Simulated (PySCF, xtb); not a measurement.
1-hydroxysilylpropan-2-one (C3H8O2Si), SMILES O=C(C[SiH2]O)C. One conformer was computed; it need not be the lowest.

Harmonic wavenumbers (cm⁻¹) from xtb 6.7.1 with GFN2-xTB at its own minimum, in rising order: 63, 90, 121, 157, 244, 376, 436, 503, 515, 559, 607, 685, 710, 788, 810, 878, 897, 937, 967, 985, 1102, 1143, 1226, 1367, 1450, 1458, 1463, 1708, 2257, 2322, 3007, 3020, 3026, 3048, 3052, 3449.

**Question.** What does PBE-D3(BJ)/def2-SVP in PySCF 2.14.0 give at its own minimum? (Estimate from the structure and the level; the computed values follow.)

**Answer.** 58, 99, 145, 197, 257, 363, 486, 514, 568, 594, 682, 710, 751, 802, 851, 895, 911, 955, 964, 1049, 1077, 1085, 1222, 1312, 1368, 1379, 1394, 1710, 2137, 2182, 2972, 2992, 3053, 3068, 3111, 3461. Paired by order, the mean absolute difference is 38 cm⁻¹ and the zero-point energies are 64.9 and 64.9 kcal/mol.
